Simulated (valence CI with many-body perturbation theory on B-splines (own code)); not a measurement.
## E1 line list for Tb XXXIV

Computed by configuration interaction combined with many-body perturbation theory (CI+MBPT): four valence electrons over a frozen Dirac-Fock core [Ar] 3d10, radial functions for each j: 11 s, 11 p, 9 d, 7 f, 5 g, 2 h, 1 i, with the one-electron correlation potential Σ1 (screened to all orders), the two-electron term Σ2, the three-electron term Σ3, Breit, model QED; selected single and double excitations, second order for the rest (own B-spline code, finite nucleus).

No measured spectrum was set against this ion. As an estimate, large intervals hold to a few tenths of a per cent, small ones and those within an open d or f shell to about a per cent.

Lines 51 to 100 of 235 in falling wavelength, among levels below 330.22 eV, chosen from the strongest by gf and those to the six lowest levels. Wavelengths and rates use the calculated energies. Electric multipoles are in the length gauge, E1 and E2 with the static RPA response of the core. Weak lines are less certain than strong ones. Lines between different terms over intervals too small for the method are left out, as are lines whose strength nearly cancels. Where a level lies close to another of its J and parity, the split of strength between their lines is uncertain. The highest levels of a list are the least certain.

Levels are named by their leading jj configuration (3d3/2^4 stands for four electrons in 3d with j = 3/2), which in mixed levels can hold well under half, so a name can repeat and another be missing. Letters in brackets count levels of one name in rising energy.

| λ vac (nm) | Upper | Lower | A (s⁻¹) | S (a.u.) with core polarisation | S without |
| --- | --- | --- | --- | --- | --- |
| 14.29 | (4s^2 4p1/2 4f7/2) J=4 | (4s^2 4p3/2 4d5/2) J=3 | 2.26e+09 | 2.93e-02 | 3.14e-02 |
| 14.26 | (4s 4p1/2 4p3/2 4d5/2) J=3 [a] | (4s 4p3/2^3) J=2 | 3.56e+09 | 3.57e-02 | 3.82e-02 |
| 13.84 | (4s^2 4p1/2 4f5/2) J=2 | (4s^2 4p3/2 4d5/2) J=3 | 4.16e+09 | 2.72e-02 | 2.92e-02 |
| 13.53 | (4s^2 4p1/2 4d5/2) J=3 | (4s^2 4p3/2^2) J=2 | 1.88e+09 | 1.61e-02 | 1.72e-02 |
| 13.53 | (4s^2 4p1/2 4d3/2) J=1 | (4s^2 4p3/2^2) J=2 | 6.81e+09 | 2.50e-02 | 2.68e-02 |
| 13.34 | (4p1/2^2 4p3/2^2) J=2 | (4s 4p1/2 4p3/2^2) J=2 [a] | 1.16e+10 | 6.79e-02 | 7.27e-02 |
| 13.22 | (4s^2 4p1/2 4d5/2) J=2 | (4s^2 4p3/2^2) J=2 | 3.19e+09 | 1.82e-02 | 1.95e-02 |
| 12.46 | (4s 4p1/2 4p3/2 4d3/2) J=2 [a] | (4s 4p1/2 4p3/2^2) J=2 [b] | 4.96e+09 | 2.37e-02 | 2.53e-02 |
| 11.21 | (4s 4p1/2 4p3/2^2) J=2 [a] | (4s^2 4p1/2 4p3/2) J=2 | 2.00e+08 | 6.94e-04 | 7.50e-04 |
| 11.19 | (4s 4p1/2^2 4d3/2) J=1 | (4s 4p1/2^2 4p3/2) J=1 | 1.26e+10 | 2.60e-02 | 2.77e-02 |
| 10.94 | (4s 4p1/2 4p3/2 4d5/2) J=2 [a] | (4s 4p1/2 4p3/2^2) J=2 [b] | 1.45e+10 | 4.70e-02 | 5.05e-02 |
| 10.87 | (4s 4p1/2 4p3/2^2) J=2 [a] | (4s^2 4p1/2 4p3/2) J=1 | 1.19e+10 | 3.78e-02 | 4.06e-02 |
| 10.82 | (4s 4p1/2 4p3/2 4d3/2) J=2 [a] | (4s 4p1/2 4p3/2^2) J=3 | 7.29e+09 | 2.28e-02 | 2.43e-02 |
| 10.76 | (4s 4p1/2 4p3/2 4d3/2) J=3 [c] | (4s 4p1/2 4p3/2^2) J=2 [b] | 1.18e+10 | 5.10e-02 | 5.45e-02 |
| 10.57 | (4s^2 4p1/2 4d3/2) J=2 | (4s^2 4p1/2 4p3/2) J=2 | 5.50e+08 | 1.60e-03 | 1.75e-03 |
| 10.55 | (4s 4p1/2 4p3/2^2) J=3 | (4s^2 4p1/2 4p3/2) J=2 | 6.97e+09 | 2.83e-02 | 3.04e-02 |
| 10.40 | (4s 4p1/2 4p3/2 4d5/2) J=3 [b] | (4s^2 4p1/2 4d5/2) J=2 | 2.79e+10 | 1.09e-01 | 1.17e-01 |
| 10.34 | (4s^2 4p3/2 4d3/2) J=1 | (4s^2 4p3/2^2) J=0 | 4.87e+09 | 7.97e-03 | 8.59e-03 |
| 10.33 | (4s 4p3/2^3) J=2 | (4s^2 4p3/2^2) J=2 | 2.51e+10 | 6.82e-02 | 7.33e-02 |
| 10.27 | (4s 4p1/2 4p3/2 4d5/2) J=4 [b] | (4s^2 4p1/2 4d5/2) J=3 | 1.33e+10 | 6.40e-02 | 6.88e-02 |
| 10.26 | (4s^2 4p1/2 4d3/2) J=2 | (4s^2 4p1/2 4p3/2) J=1 | 1.38e+06 | 3.68e-06 | 3.56e-06 |
| 10.25 | (4s 4p1/2 4p3/2 4d5/2) J=3 [c] | (4s^2 4p1/2 4d5/2) J=2 | 3.71e+10 | 1.38e-01 | 1.48e-01 |
| 10.15 | (4s 4p1/2 4p3/2 4d3/2) J=2 [d] | (4s^2 4p1/2 4d3/2) J=1 | 4.74e+10 | 1.22e-01 | 1.31e-01 |
| 10.09 | (4s 4p1/2^2 4d3/2) J=1 | (4s 4p1/2^2 4p3/2) J=2 | 4.16e+09 | 6.32e-03 | 6.73e-03 |
| 10.07 | (4s 4p1/2 4p3/2 4d5/2) J=3 [c] | (4s^2 4p1/2 4d5/2) J=3 | 1.18e+10 | 4.17e-02 | 4.47e-02 |
| 10.06 | (4s 4p1/2 4p3/2 4d5/2) J=4 [c] | (4s^2 4p1/2 4d5/2) J=3 | 5.49e+10 | 2.48e-01 | 2.66e-01 |
| 9.981 | (4s 4p1/2^2 4d3/2) J=2 | (4s 4p1/2^2 4p3/2) J=2 | 2.62e+09 | 6.43e-03 | 6.79e-03 |
| 9.933 | (4s 4p1/2 4p3/2 4d5/2) J=1 [a] | (4s^2 4p1/2 4d5/2) J=2 | 1.39e+10 | 2.01e-02 | 2.15e-02 |
| 9.899 | (4s 4p1/2 4p3/2 4d3/2) J=0 [b] | (4s^2 4p1/2 4d3/2) J=1 | 4.98e+10 | 2.39e-02 | 2.55e-02 |
| 9.857 | (4s 4p1/2 4p3/2 4d3/2) J=1 [d] | (4s 4p1/2 4p3/2^2) J=2 [b] | 1.36e+10 | 1.92e-02 | 2.06e-02 |
| 9.835 | (4s 4p1/2 4p3/2 4d3/2) J=1 [d] | (4s 4p1/2 4p3/2^2) J=1 [b] | 5.09e+10 | 7.18e-02 | 7.66e-02 |
| 9.794 | (4s 4p1/2 4p3/2 4d3/2) J=2 [b] | (4s^2 4p1/2 4d3/2) J=2 | 1.05e+11 | 2.44e-01 | 2.61e-01 |
| 9.778 | (4s 4p1/2 4p3/2 4d5/2) J=3 [b] | (4s 4p1/2 4p3/2^2) J=2 [b] | 7.34e+09 | 2.37e-02 | 2.54e-02 |
| 9.735 | (4s 4p1/2 4p3/2^2) J=1 [a] | (4s^2 4p1/2 4p3/2) J=2 | 2.45e+09 | 3.35e-03 | 3.60e-03 |
| 9.720 | (4s 4p1/2 4p3/2 4d3/2) J=2 [d] | (4s 4p1/2 4p3/2^2) J=2 [b] | 1.14e+10 | 2.59e-02 | 2.77e-02 |
| 9.713 | (4s^2 4p3/2 4d3/2) J=1 | (4s^2 4p3/2^2) J=2 | 2.61e+10 | 3.55e-02 | 3.81e-02 |
| 9.655 | (4s 4p1/2 4p3/2 4d5/2) J=2 [a] | (4s 4p1/2 4p3/2^2) J=3 | 1.41e+10 | 3.14e-02 | 3.35e-02 |
| 9.652 | (4s 4p1/2 4p3/2^2) J=0 | (4s^2 4p1/2 4p3/2) J=1 | 9.72e+10 | 4.31e-02 | 4.61e-02 |
| 9.650 | (4s 4p1/2 4p3/2 4d5/2) J=3 [c] | (4s 4p1/2 4p3/2^2) J=2 [b] | 8.60e+09 | 2.67e-02 | 2.87e-02 |
| 9.609 | (4s^2 4p3/2 4d3/2) J=2 | (4s^2 4p3/2^2) J=2 | 1.97e+08 | 4.32e-04 | 4.71e-04 |
| 9.554 | (4s 4p1/2^2 4p3/2) J=1 | (4s^2 4p1/2^2) J=0 | 1.16e+11 | 1.50e-01 | 1.60e-01 |
| 9.545 | (4s 4p1/2 4p3/2 4d5/2) J=1 [b] | (4s^2 4p1/2 4d5/2) J=2 | 8.18e+10 | 1.05e-01 | 1.13e-01 |
| 9.536 | (4s 4p1/2 4p3/2 4d5/2) J=2 [c] | (4s^2 4p1/2 4d5/2) J=2 | 2.78e+10 | 5.96e-02 | 6.37e-02 |
| 9.524 | (4s 4p1/2 4p3/2 4d5/2) J=3 [d] | (4s^2 4p1/2 4d5/2) J=3 | 7.34e+10 | 2.19e-01 | 2.35e-01 |
| 9.506 | (4p1/2^2 4p3/2^2) J=0 | (4s 4p1/2^2 4p3/2) J=1 | 1.61e+11 | 6.81e-02 | 7.28e-02 |
| 9.501 | (4s 4p1/2 4p3/2 4d3/2) J=3 [c] | (4s^2 4p1/2 4d3/2) J=2 | 6.02e+10 | 1.78e-01 | 1.92e-01 |
| 9.475 | (4s 4p1/2 4p3/2^2) J=1 [a] | (4s^2 4p1/2 4p3/2) J=1 | 1.03e+11 | 1.29e-01 | 1.38e-01 |
| 9.460 | (4s 4p1/2 4p3/2 4d3/2) J=1 [d] | (4s 4p1/2 4p3/2^2) J=1 [a] | 4.26e+10 | 5.35e-02 | 5.71e-02 |
| 9.440 | (4s^2 4p3/2 4d3/2) J=3 | (4s^2 4p3/2^2) J=2 | 9.84e+09 | 2.86e-02 | 3.05e-02 |
| 9.431 | (4s 4p1/2 4p3/2 4d3/2) J=2 [c] | (4s 4p1/2 4p3/2^2) J=3 | 1.15e+10 | 2.37e-02 | 2.52e-02 |
